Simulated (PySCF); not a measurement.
C5H7NO.
Atom-mapped SMILES: `[CH2:1]=[CH:2][C:3](=[CH2:4])[NH:5][CH:6]=[O:7]` (hydrogens: H8, H9 on C1; H10 on C2; H11, H12 on C4; H13 on N5; H14 on C6)

Computed with core-valence-separated Tamm–Dancoff BHandHLYP/aug-pcX-1 (pcseg-1 on H) in PySCF, non-relativistic, gas phase, PBE0-D3(BJ)/def2-SVP geometry. BHandHLYP without relativity tends to put these K edges a few eV too low, so spacings mean more than positions.

(1) List the carbon K-edge absorption lines.

(2) List the nitrogen K-edge absorption lines.

(3) List the oxygen K-edge absorption lines.

## Answers

(1) 
| E (eV) | f | core hole on | main final orbital | polarisation |
| --- | --- | --- | --- | --- |
| 282.10 | 0.0550 | C4 | LUMO (78 %) | out of plane |
| 282.48 | 0.0570 | C1 | LUMO (67 %) | out of plane |
| 282.76 | 0.0562 | C2 | LUMO (66 %) | out of plane |
| 284.08 | 0.0547 | C3 | LUMO (71 %) | out of plane |
| 284.72 | 0.0817 | C6 | LUMO+4 (53 %) | out of plane |
| 285.71 | 0.0111 | C1 | LUMO+1 (76 %) | in plane |
| 285.84 | 0.0140 | C4 | LUMO+2 (43 %) | in plane |
| 286.19 | 0.0204 | C1 | LUMO+2 (53 %) | in plane |
| 286.32 | 0.0244 | C2 | LUMO+2 (63 %) | in plane |
| 286.59 | 0.0000 | C4 | LUMO+4 (92 %) | – |
| 286.65 | 0.0029 | C4 | LUMO+1 (86 %) | in plane |
| 286.69 | 0.0071 | C2 | LUMO+4 (47 %) | out of plane |
| 286.81 | 0.0129 | C4 | spread | in plane |
| 287.03 | 0.0009 | C2 | LUMO+1 (87 %) | – |
| 287.27 | 0.0022 | C1 | LUMO+4 (62 %) | out of plane |
| 287.28 | 0.0088 | C3 | LUMO+4 (61 %) | out of plane |
| 287.30 | 0.0075 | C4 | LUMO+9 (63 %) | out of plane |
| 287.38 | 0.0059 | C4 | LUMO+2 (39 %) | in plane |
| 287.39 | 0.0011 | C1 | LUMO+3 (58 %) | in plane |
| 287.49 | 0.0073 | C1 | LUMO+7 (62 %) | out of plane |
| 287.62 | 0.0006 | C4 | spread | – |
| 287.73 | 0.0015 | C4 | LUMO+7 (51 %) | out of plane |
| 287.78 | 0.0040 | C3 | LUMO+1 (74 %) | in plane |

The first line with a tenth or more of the strongest one's intensity is at 282.10 eV (f = 0.055), with the hole on C4 (terminal =CH2 carbon), polarised out of plane: a 1s→π* resonance. The strongest listed is at 284.72 eV (f = 0.082; C6, 1s→π*).

(2) 
| E (eV) | f | core hole on | main final orbital | polarisation |
| --- | --- | --- | --- | --- |
| 400.27 | 0.0180 | N5 | LUMO+4 (54 %) | out of plane |
| 400.77 | 0.0226 | N5 | LUMO+1 (63 %) | in plane |
| 401.01 | 0.0112 | N5 | LUMO (69 %) | out of plane |
| 402.91 | 0.0030 | N5 | LUMO+2 (69 %) | in plane |
| 403.07 | 0.0083 | N5 | LUMO+7 (49 %) | out of plane |
| 403.20 | 0.0013 | N5 | LUMO+3 (62 %) | in plane |
| 403.58 | 0.0045 | N5 | LUMO+8 (45 %) | in plane |

The first line with a tenth or more of the strongest one's intensity is at 400.27 eV (f = 0.018), with the hole on N5 (amide nitrogen), polarised out of plane. The strongest listed is at 400.77 eV (f = 0.023; N5).

(3) 
```
E (eV)       f  core hole on  main final orbital  polarisation
529.20  0.0445            O7       LUMO+4 (55 %)  out of plane
533.21  0.0004            O7         LUMO (77 %)             –
533.28  0.0017            O7       LUMO+1 (63 %)      in plane
533.82  0.0012            O7       LUMO+6 (34 %)      in plane
534.25  0.0013            O7       LUMO+2 (53 %)      in plane
534.64  0.0002            O7       LUMO+7 (71 %)             –
534.79  0.0020            O7       LUMO+3 (45 %)      in plane
```

The first line with a tenth or more of the strongest one's intensity is at 529.20 eV (f = 0.044), with the hole on O7 (amide oxygen), polarised out of plane: a 1s→π* resonance. It is also the strongest listed.

Roots within 0.03 eV whose holes lie on the same, on equivalent or on shared atoms are summed into one line, and the highest roots are left out, as the search may have cut off their partners. Final orbitals are the ground state's empty Kohn–Sham orbitals. A dash: too weak, shared between unlike atoms, or no plane or axis to refer to.

**Question.** What length of transition dipole belongs to the line at 284.72 eV?

**Answer.** From f = (2/3) ΔE |μ|² in atomic units, with ΔE = 10.463 Eh and f = 0.0817: |μ| = 0.108 au = 0.28 D.

Only the lowest roots of each edge were sought.

Conformer computed: `[CH2:1]=[CH:2][C:3](=[CH2:4])[NH:5][CH:6]=[O:7]`: C1–C2–C3–C4 180°, C2–C3–N5–C6 180°, C3–N5–C6–O7 0°.

One conformer stands for the species.
